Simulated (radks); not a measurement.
Coulomb parameter of the 4f shell of neutral neodymium in the model configuration [Xe] 4f2.5 6s2 6p1.5, as a second difference U = [E(n + 0.5) + E(n - 0.5) - 2 E(n)] / (0.5)^2 with all orbitals relaxed. "Bare": the charge of the atom changes with n. "Screened": the 6p shell takes up the change at fixed total charge, which measures U(4f,4f) + U(6p,6p) - 2 U(4f,6p). Method: scalar-relativistic Kohn-Sham, SCAN, spin-unpolarised, spherical densities, finite nucleus; meta-GGA in the generalised Kohn-Sham scheme; Fermi nuclear charge, rms radius 4.9123 fm; computed with a radial shooting solver on a logarithmic mesh with Libxc functionals.

| case | configuration | E - E(n) (eV) |
|---|---|---|
| start | [Xe] 4f2.5 6s2 6p1.5 | 0.000 |
| bare +0.5 | [Xe] 4f3 6s2 6p1.5 | -5.522 |
| bare -0.5 | [Xe] 4f2 6s2 6p1.5 | 9.210 |
| screened +0.5 | [Xe] 4f3 6s2 6p1 | -4.872 |
| screened -0.5 | [Xe] 4f2 6s2 6p2 | 7.135 |

U(bare) = 14.754 eV, U(screened by 6p) = 9.052 eV, against the Slater integral F0(4f,4f) = 26.630 eV with frozen orbitals. The step up makes a negative ion, whose loosely bound charge lowers the bare value.
